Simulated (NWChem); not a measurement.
Molecule: C₃H₅ClSi; SMILES ClC1=CC[SiH2]1

```xyz
10

Cl     0.1223    -2.0761     0.0000
C     -0.1047    -0.3775     0.0000
C     -1.2700     0.3037     0.0000
C     -0.9232     1.7810     0.0000
Si     0.8964     1.2041     0.0000
H     -2.2838    -0.1194     0.0000
H     -1.2707     2.3245    -0.8939
H     -1.2707     2.3245     0.8939
H      1.7134     1.5009    -1.2149
H      1.7134     1.5009     1.2149
```
Atoms are numbered in this order, from 1.

Results from NWChem. Geometry: optimised at PBE0/def2-SVP. Isolated, static molecule.

GIAO at PBE0/pcSseg-1: principal shieldings of Si5 are 325.3, 353.3, 440.0 ppm; an isolated tetramethylsilane molecule has σ = 351.9 ppm at the same levels.

Q: Find the isotropic 29Si shift, its principal values, the span and the skew.

A: 
1. σ(iso) = one third of the sum = 372.9 ppm.
2. δ = σ(reference) − σ = -21.0 ppm against tetramethylsilane.
3. δ11, δ22, δ33 = 26.6, -1.4, -88.1 ppm.
4. Span Ω = δ11 − δ33 = 114.7 ppm; skew κ = 3(δ22 − δ(iso))/Ω = 0.51.
